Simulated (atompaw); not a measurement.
An all-electron radial function and its pseudo partner (Mg)

Columns: radius, all-electron u(r) and pseudo u(r) of the 2p shell (level -66.84 eV) of magnesium in the configuration [He] 2s2 2p6 3s0 3p0; LDA (PW92), scalar-relativistic, PAW (atompaw) scheme, atompaw 4.2.0.5.

```csv
r (bohr),all-electron,pseudo
0.046,0.0867,0.0151
0.092,0.2674,0.0594
0.138,0.4699,0.1301
0.185,0.6626,0.2249
0.231,0.8220,0.3338
0.277,0.9475,0.4520
0.323,1.0398,0.5723
0.369,1.1020,0.6880
0.415,1.1384,0.7926
0.462,1.1533,0.8828
0.508,1.1506,0.9510
0.554,1.1344,0.9973
0.600,1.1079,1.0214
0.646,1.0738,1.0248
0.692,1.0341,1.0101
0.738,0.9906,0.9811
0.785,0.9437,0.9411
0.831,0.8965,0.8962
0.877,0.8489,0.8489
0.923,0.8016,0.8016
0.969,0.7549,0.7549
1.015,0.7095,0.7095
1.062,0.6645,0.6645
1.108,0.6221,0.6221
1.154,0.5815,0.5815
1.200,0.5427,0.5427
```

(1) How many radial nodes do the two functions have?

(2) At about which radius was the pseudo-wave matched?

(3) Is the pseudo-wave norm-conserving?

Results:

(1) The all-electron 2p function has n − l − 1 = 0; the pseudo-wave has 0.

(2) 0.90 bohr. The columns agree to 0.0005 from 0.83 bohr on; several derivatives are matched, so the curves merge somewhat inside the radius.

(3) No, it belongs to a PAW set: the norm inside the radius is not constrained, and the difference is carried by the augmentation charge.
